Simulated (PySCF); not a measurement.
Simulation results for CH3B2O

Calculation on a computer-drawn molecule: the log of a Hartree-Fock and frozen-core CCSD(T) single point meant for a local Hartree-Fock minimum, with one planted fault or none, to be diagnosed. Offsets are logged minus clean, where the clean run is the same molecule without the fault. The reference is restricted for singlets and unrestricted otherwise, and also for a bond in bohr or an excited solution. Adding or removing an electron swaps singlet and doublet. The excited solution moves the top pair (singlet) or top alpha electron (doublet) to the lowest empty orbital. Highest occupied and lowest empty are orbital energies over both spins, largest force is the largest gradient component, triples share is (T) over the correlation energy, the T1 limit is 0.02 restricted and 0.045 unrestricted, electrons count all cores, a negative frequency is imaginary (commonest isotopes), and the dipole is about the centre of nuclear charge. Program: PySCF 2.14.0.

CH3B2O

Logged structure:
```xyz
7
CH3B2O
B      0.8864    -0.6081     0.5178
B      1.4518    -0.0922    -0.8523
C      1.9884     0.5974    -2.0836
O      2.3501     0.1953    -3.1843
H      0.6682    -1.7805     0.7433
H      0.6439     0.1728     1.4173
H      2.0463     1.7007    -1.8951
```

- meant charge: -1
- meant multiplicity: 1
- meant basis: aug-cc-pVDZ
- logged electrons: 27
- logged basis functions: 119
- logged SCF converged: yes
- logged spin squared: 0.8958
- logged highest occupied: -9.7538 eV
- logged lowest empty: 0.019117 eV
- logged largest force: 0.032695 hartree/bohr
- logged T1 diagnostic: 0.034363
- logged D1 diagnostic: 0.14114
- logged triples share: 0.035472
- logged CC converged: yes
- logged dipole magnitude: 2.1858 debye
- logged SCF stable within its kind: yes
- logged energy HF: -163.76511 hartree
- logged energy CCSD(T): -164.28272 hartree
- possible faults: no fault, one electron removed, one electron added, multiplicity raised by two, geometry at a saddle point, SCF held on an excited solution, minimal basis STO-3G, one bond length entered in bohr, all coordinates scaled
- planted fault: one electron removed
- HF energy offset from clean run: 18.09 kcal/mol
- CCSD(T) energy offset from clean run: 49.54 kcal/mol

Drawn bonds:
```
atom  other atom  order
   1           2      1
   2           3      2
   3           4      1
   1           5      1
   1           6      1
   3           7      1
```
